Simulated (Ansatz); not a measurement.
## Molecular dynamics of H2CO

Input file:

```yaml
crystal:
  lattice:
    - [6.415069, 0.0, 0.0]
    - [0.0, 6.415069, 0.0]
    - [0.0, 0.0, 6.415069]
  atoms:
    - { symbol: O, position: [0.70856876, 1.03261335, 0.59806599] }
    - { symbol: C, position: [0.5600211, 1.12483343, 0.57037136] }
    - { symbol: O, position: [1.09253099, 0.65160234, 0.78912118] }
    - { symbol: C, position: [0.92605781, 0.61065905, 0.83362034] }
    - { symbol: O, position: [0.1285018, 0.86976015, 0.28426133] }
    - { symbol: C, position: [0.30146514, 0.88538505, 0.25092377] }
    - { symbol: H, position: [0.08751058, 0.17186169, 0.88740821] }
    - { symbol: H, position: [0.14417645, 0.12817228, 0.79476845] }
    - { symbol: H, position: [0.54542435, 0.2272368, 0.05954775] }
    - { symbol: H, position: [0.58475491, 0.33541388, 0.0374793] }
    - { symbol: H, position: [0.62689641, 0.61760196, 0.3984425] }
    - { symbol: H, position: [0.60248591, 0.50892523, 0.43489962] }
basis:
  ecutwfc: 420.0
kpoints:
  mp_grid: { grid: [1, 1, 1] }
hamiltonian:
  xc: pbe
scf:
  occupations: { method: fermi_dirac, width: 0.02 }
  lower_state_search: "off"
md:
  timestep: 0.75
  n_steps: 300
  ensemble: nvt_langevin
  temperature: 700.0
  initial_velocities: maxwell_boltzmann
  seed: 706253
  friction: 0.02
  masses: [{ species: H, mass: 2.014 }]
```

Command:

```bash
$ ansatz run input.yaml --threads 1 --pin off --max-ram 3072MiB --backend cpu --events-out ev --progress --plain --runs-dir out
```

It starts from a partly relaxed structure (largest force component 0.10 eV/Å).

Output, in part (step lines):

```
md step     0: t =     0.00 fs  T =   641.7 K  F+E_penalty+E_count = -2545.09346719 eV  E_kin = 0.995302 eV  (10 SCF iters)
md step     1: t =     0.75 fs  T =   598.7 K  F+E_penalty+E_count = -2545.04699165 eV  E_kin = 0.928723 eV  (9 SCF iters)
md step     2: t =     1.50 fs  T =   484.7 K  F+E_penalty+E_count = -2544.93617558 eV  E_kin = 0.751765 eV  (9 SCF iters)
md step     3: t =     2.25 fs  T =   494.5 K  F+E_penalty+E_count = -2544.85898555 eV  E_kin = 0.766983 eV  (8 SCF iters)
md step     4: t =     3.00 fs  T =   608.8 K  F+E_penalty+E_count = -2544.88460370 eV  E_kin = 0.944375 eV  (8 SCF iters)
md step     5: t =     3.75 fs  T =   624.1 K  F+E_penalty+E_count = -2544.97117586 eV  E_kin = 0.967989 eV  (6 SCF iters)
md step     6: t =     4.50 fs  T =   650.7 K  F+E_penalty+E_count = -2545.02981497 eV  E_kin = 1.009257 eV  (7 SCF iters)
md step     7: t =     5.25 fs  T =   668.6 K  F+E_penalty+E_count = -2545.01164997 eV  E_kin = 1.037012 eV  (7 SCF iters)
[... lines left out ...]
md step   299: t =   224.25 fs  T =   510.8 K  F+E_penalty+E_count = -2544.76003357 eV  E_kin = 0.792269 eV  (7 SCF iters)
md step   300: t =   225.00 fs  T =   443.9 K  F+E_penalty+E_count = -2544.72855364 eV  E_kin = 0.688473 eV  (9 SCF iters)
```

The steps, from the saved trajectory:

| time (fs) | T (K) | potential energy less start (eV) |
| --- | --- | --- |
| 0.0 | 642 | 0.000 |
| 7.5 | 569 | 0.345 |
| 15.0 | 680 | 0.065 |
| 22.5 | 521 | 0.124 |
| 30.0 | 456 | 0.322 |
| 37.5 | 644 | 0.213 |
| 45.0 | 846 | 0.274 |
| 52.5 | 712 | 0.391 |
| 60.0 | 662 | 0.233 |
| 67.5 | 623 | 0.258 |
| 75.0 | 545 | 0.342 |
| 82.5 | 713 | 0.374 |
| 90.0 | 667 | 0.352 |
| 97.5 | 869 | 0.332 |
| 105.0 | 938 | 0.322 |
| 112.5 | 774 | 0.325 |
| 120.0 | 606 | 0.219 |
| 127.5 | 628 | 0.313 |
| 135.0 | 617 | 0.309 |
| 142.5 | 590 | 0.366 |
| 150.0 | 382 | 0.372 |
| 157.5 | 446 | 0.292 |
| 165.0 | 624 | 0.309 |
| 172.5 | 523 | 0.300 |
| 180.0 | 604 | 0.301 |
| 187.5 | 662 | 0.466 |
| 195.0 | 816 | 0.417 |
| 202.5 | 535 | 0.480 |
| 210.0 | 539 | 0.511 |
| 217.5 | 396 | 0.461 |
| 225.0 | 444 | 0.365 |

All steps were run. The mean temperature of the second half is 17 % below the set value. A run of 0.23 ps of so small a system gives no equilibrium averages. Limits of this set-up: coarse k mesh.

Mean squared displacements from the first frame to the last, about the centre of mass: O 0.99 Å², C 0.87 Å², H 2.10 Å².

Last frame:

```xyz
12
Lattice="6.4151 0.0000 0.0000 0.0000 6.4151 0.0000 0.0000 0.0000 6.4151" Properties=species:S:1:pos:R:3
O 5.265 7.454 3.720
C 4.381 7.317 3.058
O 6.662 3.732 4.938
C 5.662 4.059 5.373
O 1.327 4.489 1.014
C 1.047 5.144 1.944
H 1.869 0.571 5.740
H 1.679 1.237 6.074
H 5.499 0.580 -0.560
H 5.433 0.936 0.102
H 4.282 4.027 3.492
H 4.100 3.840 2.743
```

Run time: 4 min on 1 thread of Arm Neoverse V2, on a shared host, peak memory 0.35 GiB.
